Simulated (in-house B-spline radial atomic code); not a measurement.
Binding energies in Lu

NIST's tabulated ground configuration is [Xe] 4f14 5d1 6s2; each binding energy is the energy of the ion with one electron taken from that subshell, relaxed, less that of the parent. Computed with a B-spline radial code for spherical atoms: Dirac-Kohn-Sham PBE, spherical fractional occupations, Fermi nucleus of rms radius 5.37 fm. Energies include first-order Breit, QED and recoil terms.

```json
{"subshell": "1s", "X-ray name": "K", "binding energy (eV)": "63396.3", "-ε (eV)": "63143.6", "relaxation (eV)": "-522.6"}
{"subshell": "2s", "X-ray name": "L1", "binding energy (eV)": "10797.9", "-ε (eV)": "10742.3", "relaxation (eV)": "-91.7"}
{"subshell": "2p1/2", "X-ray name": "L2", "binding energy (eV)": "10338.9", "-ε (eV)": "10254.7", "relaxation (eV)": "-118.9"}
{"subshell": "2p3/2", "X-ray name": "L3", "binding energy (eV)": "9217.8", "-ε (eV)": "9137.2", "relaxation (eV)": "-103.1"}
{"subshell": "3s", "X-ray name": "M1", "binding energy (eV)": "2451", "-ε (eV)": "2434.4", "relaxation (eV)": "-23.8"}
{"subshell": "3p1/2", "X-ray name": "M2", "binding energy (eV)": "2237.5", "-ε (eV)": "2218.3", "relaxation (eV)": "-25.8"}
{"subshell": "3p3/2", "X-ray name": "M3", "binding energy (eV)": "1999.2", "-ε (eV)": "1979.9", "relaxation (eV)": "-23.3"}
{"subshell": "3d3/2", "X-ray name": "M4", "binding energy (eV)": "1639", "-ε (eV)": "1612.6", "relaxation (eV)": "-28.8"}
{"subshell": "3d5/2", "X-ray name": "M5", "binding energy (eV)": "1586.9", "-ε (eV)": "1560.6", "relaxation (eV)": "-27.9"}
{"subshell": "4s", "X-ray name": "N1", "binding energy (eV)": "492.7", "-ε (eV)": "484.6", "relaxation (eV)": "-9.7"}
{"subshell": "4p1/2", "X-ray name": "N2", "binding energy (eV)": "404.9", "-ε (eV)": "396.5", "relaxation (eV)": "-9.7"}
{"subshell": "4p3/2", "X-ray name": "N3", "binding energy (eV)": "350.9", "-ε (eV)": "342.3", "relaxation (eV)": "-9.3"}
{"subshell": "4d3/2", "X-ray name": "N4", "binding energy (eV)": "206.3", "-ε (eV)": "197.4", "relaxation (eV)": "-9.1"}
{"subshell": "4d5/2", "X-ray name": "N5", "binding energy (eV)": "196.4", "-ε (eV)": "187.6", "relaxation (eV)": "-9.0"}
{"subshell": "5s", "X-ray name": "O1", "binding energy (eV)": "66.73", "-ε (eV)": "60.90", "relaxation (eV)": "-6.05"}
{"subshell": "5p1/2", "X-ray name": "O2", "binding energy (eV)": "42.08", "-ε (eV)": "36.59", "relaxation (eV)": "-5.63"}
{"subshell": "5p3/2", "X-ray name": "O3", "binding energy (eV)": "34.99", "-ε (eV)": "29.71", "relaxation (eV)": "-5.33"}
{"subshell": "4f5/2", "X-ray name": "N6", "binding energy (eV)": "18.45", "-ε (eV)": "10.45", "relaxation (eV)": "-7.90"}
{"subshell": "4f7/2", "X-ray name": "N7", "binding energy (eV)": "16.91", "-ε (eV)": "8.92", "relaxation (eV)": "-7.82"}
{"subshell": "6s", "X-ray name": "P1", "binding energy (eV)": "7.35", "-ε (eV)": "4.66", "relaxation (eV)": "-2.71"}
{"subshell": "5d", "X-ray name": "O4,5", "binding energy (eV)": "5.28", "-ε (eV)": "1.76", "relaxation (eV)": "-3.50"}
```

Relaxation = -ε minus the binding energy without Breit, QED and recoil terms. With a density functional, K lines can miss by some tenths of a per cent, more in light atoms. For a density functional the relaxation so defined is negative, because -ε of a Kohn-Sham level is smaller than the binding energy.

Emission lines follow as differences of binding energies, with λ = 12398.42 eV·Å / E:

| line | holes | energy (eV) | wavelength (Å) |
| --- | --- | --- | --- |
| K-L3 | 1s → 2p3/2 | 54178.5 | 0.22884 |
| K-L2 | 1s → 2p1/2 | 53057.4 | 0.23368 |
| K-M3 | 1s → 3p3/2 | 61397.1 | 0.20194 |
| L3-M5 | 2p3/2 → 3d5/2 | 7630.9 | 1.6248 |
| L2-M4 | 2p1/2 → 3d3/2 | 8699.9 | 1.4251 |
| L1-M3 | 2s → 3p3/2 | 8798.7 | 1.4091 |
| L3-M1 | 2p3/2 → 3s | 6766.8 | 1.8322 |
| L2-N4 | 2p1/2 → 4d3/2 | 10132.6 | 1.2236 |
| M5-N7 | 3d5/2 → 4f7/2 | 1570.0 | 7.8971 |
| M4-N6 | 3d3/2 → 4f5/2 | 1620.5 | 7.6507 |

What screening constant σ does Moseley's law, E = (3/4)·13.6057 eV·(Z - σ)², need for K-L3?

σ = -1.87.

Moseley's non-relativistic formula needs a falling, then negative, screening constant for heavy elements, because relativity binds the 1s electron more strongly than the formula allows.

What does it cost to remove both a 3d5/2 and a 6s electron?

1601.9 eV, which is 7.656 eV more than the two single binding energies together.

What does it cost to remove both a 3s and a 5p1/2 electron?

2507 eV, which is 13.93 eV more than the two single binding energies together.

What does it cost to remove both a 4p3/2 and a 4p1/2 electron?

777.51 eV, which is 21.72 eV more than the two single binding energies together.
